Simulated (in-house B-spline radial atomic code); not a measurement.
# Binding energies in Rb²⁺

NIST's tabulated ground configuration is [Ar] 3d10 4s2 4p5; each binding energy is the energy of the ion with one electron taken from that subshell, relaxed, less that of the parent. Computed with a B-spline radial code for spherical atoms: Dirac-Kohn-Sham LDA VWN5, spherical fractional occupations, Fermi nucleus of rms radius 4.2036 fm. Energies include first-order Breit, QED and recoil terms.

```csv
subshell,X-ray name,binding energy (eV),-ε (eV),relaxation (eV)
1s,K,15227.9,15024.4,-234.9
2s,L1,2061.5,2024.6,-40.1
2p1/2,L2,1885.9,1839.8,-49.1
2p3/2,L3,1824.6,1779.1,-47.5
3s,M1,331.9,316.9,-15.4
3p1/2,M2,265.7,250.7,-15.4
3p3/2,M3,256.5,241.5,-15.1
3d3/2,M4,140.3,125.1,-15.2
3d5/2,M5,138.8,123.6,-15.2
4s,N1,57.64,50.52,-7.16
4p,"N2,3",40.34,33.90,-6.45
```

Relaxation = -ε minus the binding energy without Breit, QED and recoil terms. With a density functional, K lines can miss by some tenths of a per cent, more in light atoms. For a density functional the relaxation so defined is negative, because -ε of a Kohn-Sham level is smaller than the binding energy.

Emission lines follow as differences of binding energies, with λ = 12398.42 eV·Å / E:

```tsv
line	holes	energy (eV)	wavelength (Å)
K-L3	1s → 2p3/2	13403.3	0.92503
K-L2	1s → 2p1/2	13342.0	0.92928
K-M3	1s → 3p3/2	14971.4	0.82814
L3-M5	2p3/2 → 3d5/2	1685.8	7.3546
L2-M4	2p1/2 → 3d3/2	1745.6	7.1027
L1-M3	2s → 3p3/2	1805.0	6.8689
L3-M1	2p3/2 → 3s	1492.7	8.306
```

Task: What screening constant σ does Moseley's law, E = (3/4)·13.6057 eV·(Z - σ)², need for K-L3?

Result: σ = 0.76.

Task: What does it cost to remove both a 1s and a 3d5/2 electron?

Result: 15403 eV, which is 36.58 eV more than the two single binding energies together.

Task: What does it cost to remove both a 2s and a 3d5/2 electron?

Result: 2238.5 eV, which is 38.23 eV more than the two single binding energies together.

Task: What does it cost to remove both a 2s and a 2p1/2 electron?

Result: 4036.8 eV, which is 89.39 eV more than the two single binding energies together.
